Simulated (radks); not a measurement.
Problem. These are the eigenvalues of the occupied orbitals of an atom or ion with whole-number occupations (hartree). All-electron calculation, non-relativistic Kohn-Sham, exchange-only B88, spin-polarised, spherical densities, point nucleus. Program: a radial shooting solver on a logarithmic mesh with Libxc functionals.

| orbital | eigenvalue |
|---|---|
| 1s up | -250.4104 |
| 1s down | -250.3806 |
| 2s up | -42.10990 |
| 2s down | -42.06731 |
| 2p up | -38.41900 |
| 2p down | -38.38051 |
| 3s up | -15.41755 |

Which element is it, and in what charge state? The configuration may be excited. Open shells, if any, are filled with parallel spins first.

Solution. Z = 25, manganese, charge +14: Mn14+ in [Ne] 3s1. The list shows which subshells hold electrons but not how many an open one holds; the 1s level, -250.41 hartree, gives Z - s = 22.4 by -(Z - s)^2/2, which with screening narrows Z to a few neighbours, and the depths of the outer levels then fix element, charge and occupations together.
